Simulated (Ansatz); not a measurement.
Start from `[SiH3][N]([SiH3])[GeH3]` and change one atom or group to get `[SiH3]N([SiH3])[Si]S`.

Ansatz, PBE0-D4/def2-TZVP geometries, multiplicity 1. Each molecule was computed in one conformer, which needn't be the lowest.

Scalar relativity is left out up to krypton.

| property | `[SiH3][N]([SiH3])[GeH3]` |
| --- | --- |
| HOMO–LUMO gap (B3LYP/def2-TZVPP) / eV | 6.73 |
| HOMO–LUMO gap (ωB97M-V/def2-TZVPP) / eV | 11.09 |
| HOMO energy (B3LYP/def2-TZVPP) / eV | -7.25 |
| size of the dipole moment (B3LYP/def2-TZVPP) / D | 0.78 |
| HOMO energy (PBE0/def2-TZVPP) / eV | -7.46 |
| size of the dipole moment (ωB97M-V/def2-TZVPP) / D | 0.84 |

Question: What does the change do to each property? (Estimate.)

Answer: Ansatz gave: 
```
                                          property  `[SiH3]N([SiH3])[Si]S`  shift
             HOMO–LUMO gap (B3LYP/def2-TZVPP) / eV                    4.75  -1.98
           HOMO–LUMO gap (ωB97M-V/def2-TZVPP) / eV                    9.08  -2.01
               HOMO energy (B3LYP/def2-TZVPP) / eV                   -6.68   0.57
  size of the dipole moment (B3LYP/def2-TZVPP) / D                    1.78   1.00
                HOMO energy (PBE0/def2-TZVPP) / eV                   -6.87   0.59
size of the dipole moment (ωB97M-V/def2-TZVPP) / D                    1.73   0.89
```

With PBE0 the HOMO rises by 0.59 eV and the LUMO falls by 1.43 eV, so the gap narrows by about 2.02 eV. PBE moves the HOMO by 0.34 eV and ωB97M-V by 0.76 eV. Dipoles are sizes alone; their direction can turn.

B3LYP here is the variant with VWN-RPA as its local correlation; programs differ in this.
